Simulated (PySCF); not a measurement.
# How methods differ on the ionisation energy of Tm

Tm [Xe] 4f13 6s2 (2F) → Tm⁺ [Xe] 4f13 6s1 (3F), as a difference of total energies. All numbers are calculated (PySCF 2.14, the spin-free X2C one-electron Hamiltonian (Gaussian nucleus), in x2c-TZVPPall (11s7p7d4f2g, 113 functions)). Correlated levels: valence: [Kr] 4d10 frozen; valence and next inner shell: [Ar] 3d10 frozen. The calculations carry no spin-orbit coupling.

| method | ionisation energy (eV) |
| --- | --- |
| UHF | 5.061 |
| LDA | 6.362 |
| PBE | 6.144 |
| PBE0 | 6.010 |
| r2SCAN | 5.921 |
| MP2 (valence) | 6.058 |
| SCS-MP2 (valence) | 6.053 |
| MP2 (valence and next inner shell) | 6.074 |
| SCS-MP2 (valence and next inner shell) | 6.063 |

Question: How much does correlation contribute at MP2 (valence and next inner shell)?

Answer: 6.074 − (5.061) = 1.013 eV, measured against UHF.

Errors of the correlated levels include the incompleteness of this basis and the frozen core.

For comparison: 6.184 eV (measured; NIST Atomic Spectra Database, ionization energies).
